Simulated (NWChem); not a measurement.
All runs are NWChem calculations. System: H₃Ga, charge 0, spin multiplicity 1, at a geometry optimised with PBE/def2-SVP. The structure started from a generated list of species. Level: G0W0@HF/def2-TZVPD, RI basis def2-tzvpd-rifit.

Input file:

```
start mol
memory heap 200 mb stack 700 mb global 1700 mb
geometry units angstroms nocenter noautoz
  Ga     0.000000     0.000000     0.000001
  H      0.000000     0.000000     1.580659
  H      1.368877     0.000000    -0.790348
  H     -1.368877     0.000000    -0.790348
  symmetry group C2v
end
basis spherical
  * library def2-tzvpd
end
basis "ri basis" bse spherical
  * library def2-tzvpd-rifit
end
dft
  xc hfexch
  iterations 100
  direct
  tolerances tight
end
task dft energy
gw
  states alpha occ 4 vir 2
end
task dft gw
```

Part of the output:

```
             Northwest Computational Chemistry Package (NWChem) 7.3.0
             --------------------------------------------------------

                                NWChem Input Module
                                -------------------

 Scaling coordinates for geometry "geometry" by  1.889725989
 (inverse scale =  0.529177249)

 Turning off AUTOSYM since
 SYMMETRY directive was detected!

                             Geometry "geometry" -> ""
                             -------------------------

 Output coordinates in angstroms (scale by  1.889725989 to convert to a.u.)

  No.       Tag          Charge          X              Y              Z
 ---- ---------------- ---------- -------------- -------------- --------------
    1 Ga                  31.0000     0.00000000     0.00000000     0.00000100
    2 H                    1.0000     0.00000000     0.00000000     1.58065900
    3 H                    1.0000     1.36887700     0.00000000    -0.79034800
    4 H                    1.0000    -1.36887700     0.00000000    -0.79034800

 Effective nuclear repulsion energy (a.u.)      31.7146861136

            Nuclear Dipole moment (a.u.)
            ----------------------------
        X                 Y               Z
 ---------------- ---------------- ----------------
     0.0000000000     0.0000000000    -0.0000113384

      Symmetry information
      --------------------

 Group name             C2v
 Group number             16
 Group order               4
 No. of unique centers     3

      Symmetry unique atoms

     1    2    3


 Summary of "ao basis" -> "" (spherical)
 ------------------------------------------------------------------------------
       Tag                 Description            Shells   Functions and Types
 ---------------- ------------------------------  ------  ---------------------
 *                         def2-tzvpd                 on all atoms

 new library libraries.bse/

 Summary of "ri basis" -> "" (spherical)
 ------------------------------------------------------------------------------
       Tag                 Description            Shells   Functions and Types
 ---------------- ------------------------------  ------  ---------------------
 *                      def2-tzvpd-rifit              on all atoms

  xc_inp: hfexch multiplicative factor not found.

                                 NWChem DFT Module
                                 -----------------

 Summary of "ao basis" -> "ao basis" (spherical)
 ------------------------------------------------------------------------------
       Tag                 Description            Shells   Functions and Types
 ---------------- ------------------------------  ------  ---------------------
 Ga                        def2-tzvpd               18       54   7s5p5d1f
 H                         def2-tzvpd                5        9   3s2p

 Summary of "ao basis" -> "ao basis" (spherical)
 ------------------------------------------------------------------------------
       Tag                 Description            Shells   Functions and Types
 ---------------- ------------------------------  ------  ---------------------
 Ga                        def2-tzvpd               18       54   7s5p5d1f
 H                         def2-tzvpd                5        9   3s2p

      Symmetry analysis of basis
      --------------------------

        a1         36
        a2          8
        b1         21
        b2         16

            General Information
[...]
 Vector   17  Occ=2.000000D+00  E=-4.272139D-01  Symmetry=b1
              MO Center=  1.9D-10,  1.6D-16, -5.8D-01, r^2= 2.6D+00
   Bfn.  Coefficient  Atom+Function         Bfn.  Coefficient  Atom+Function
  ----- ------------  ---------------      ----- ------------  ---------------
    17      0.309943  1 Ga px                65      0.226092  3 H  s
    74     -0.226092  4 H  s                 66      0.215519  3 H  s
    75     -0.215519  4 H  s                 11     -0.139245  1 Ga px
    64      0.131995  3 H  s                 73     -0.131995  4 H  s
    20      0.097914  1 Ga px                26     -0.096939  1 Ga d  1

 Vector   18  Occ=0.000000D+00  E= 3.416695D-02  Symmetry=b2
              MO Center= -2.0D-16,  1.4D-13,  5.0D-06, r^2= 4.6D+00
   Bfn.  Coefficient  Atom+Function         Bfn.  Coefficient  Atom+Function
  ----- ------------  ---------------      ----- ------------  ---------------
    21      0.876179  1 Ga py                18      0.246592  1 Ga py
    12     -0.130927  1 Ga py                 9      0.050612  1 Ga py
    15     -0.034026  1 Ga py

 Vector   19  Occ=0.000000D+00  E= 6.029000D-02  Symmetry=a1
              MO Center= -1.1D-13, -1.2D-13,  1.7D-05, r^2= 1.5D+01
   Bfn.  Coefficient  Atom+Function         Bfn.  Coefficient  Atom+Function
  ----- ------------  ---------------      ----- ------------  ---------------
     6      5.898595  1 Ga s                  7     -2.901932  1 Ga s
    57     -1.214025  2 H  s                 66     -1.214015  3 H  s
    75     -1.214015  4 H  s                 63      0.616189  2 H  pz
    70      0.533625  3 H  px                79     -0.533625  4 H  px
    42      0.312674  1 Ga d  2              72     -0.308094  3 H  pz

 Vector   20  Occ=0.000000D+00  E= 1.084420D-01  Symmetry=a1
              MO Center= -1.8D-14, -1.5D-14, -8.1D-05, r^2= 1.1D+01
   Bfn.  Coefficient  Atom+Function         Bfn.  Coefficient  Atom+Function
  ----- ------------  ---------------      ----- ------------  ---------------
    47      0.880101  1 Ga d  2               6     -0.755673  1 Ga s
    45      0.508386  1 Ga d  0               7      0.325055  1 Ga s
    42     -0.180015  1 Ga d  2               5     -0.125553  1 Ga s
    37      0.105994  1 Ga d  2              56      0.106138  2 H  s
    65      0.106120  3 H  s                 74      0.106120  4 H  s

 center of mass
 --------------
 x =   0.00000000 y =   0.00000000 z =   0.00000083

 moments of inertia (a.u.)
 ------------------
          13.488299855349           0.000000000000           0.000000000000
           0.000000000000          26.976116312524           0.000000000000
           0.000000000000           0.000000000000          13.487816457175

     Multipole analysis of the density
     ---------------------------------

     L   x y z        total         alpha         beta         nuclear
     -   - - -        -----         -----         ----         -------
     0   0 0 0     -0.000000    -17.000000    -17.000000     34.000000

     1   1 0 0      0.000000      0.000000      0.000000      0.000000
     1   0 1 0     -0.000000     -0.000000     -0.000000      0.000000
     1   0 0 1      0.000026      0.000019      0.000019     -0.000011

     2   2 0 0    -16.426046    -14.904570    -14.904570     13.383094
     2   1 1 0     -0.000000     -0.000000     -0.000000      0.000000
     2   1 0 1     -0.000000     -0.000000     -0.000000      0.000000
     2   0 2 0    -11.738171     -5.869085     -5.869085      0.000000
     2   0 1 1     -0.000000     -0.000000     -0.000000      0.000000
     2   0 0 2    -16.426054    -14.904814    -14.904814     13.383573

 Task  times  cpu:        7.1s     wall:        7.1s

                                NWChem Input Module
                                -------------------

                                 NWChem GW Module
                                 ----------------

                             ***********************
                             ***        GW       ***
                             ***********************

 Summary of "ri basis" -> "ri basis" (spherical)
 ------------------------------------------------------------------------------
       Tag                 Description            Shells   Functions and Types
 ---------------- ------------------------------  ------  ---------------------
 Ga                     def2-tzvpd-rifit            41      175   11s10p9d6f4g1h
 H                      def2-tzvpd-rifit            10       24   5s3p2d

                 Memory Information
                 ------------------
          Available GA per process is          1699.9 MBs
          Available stack per process is        700.0 MBs
          Available heap per process is         199.8 MBs

          Peak memory in Initialization
              Peak GA per process is                  3.4 MBs
              Peak stack per process is               0.1 MBs
              Peak heap per process is                3.7 MBs
              Memory not in MA per process            0.0 MBs

          Peak memory in AFF Calculation
              Peak GA per process is                 13.9 MBs
              Peak stack per process is               9.0 MBs
              Peak heap per process is                0.0 MBs
              Memory not in MA per process            9.0 MBs

          Computing 2-center integrals
          Computing Inverse Cholesky factor
          Computing 3-center integrals
          Computing V_xc ...
          Computing Sigma_x
          Computing RPA polarizability
          Solving quasiparticle equations

                  Alpha Orbitals
          State     Energy (eV)     Error (eV)
          -----------------------------------
@GW        14        -26.766           0.002
@GW        15        -15.682           0.004
@GW        16        -11.515           0.002
@GW        17        -11.515           0.003
@GW        18          0.293           0.004
@GW        19          1.478           0.003

   Applying   0.1098 eV scissor-shift to rest of particle states

   Applying  -0.6368 eV scissor-shift to rest of hole states

     GW Timing Statistics
   ------------------------
   Init.   :          0.1s
     ERIs  :          0.6s
     Distr.:          0.0s
     Vxc   :          1.0s
   Sigma_x :          0.0s
   RPA     :          0.3s
   Wmn     :          0.0s
   Sigma_c :          0.0s
   GW total:          2.0s

 Task  times  cpu:        2.0s     wall:        2.0s

 Total times  cpu:        9.2s     wall:        9.2s
```
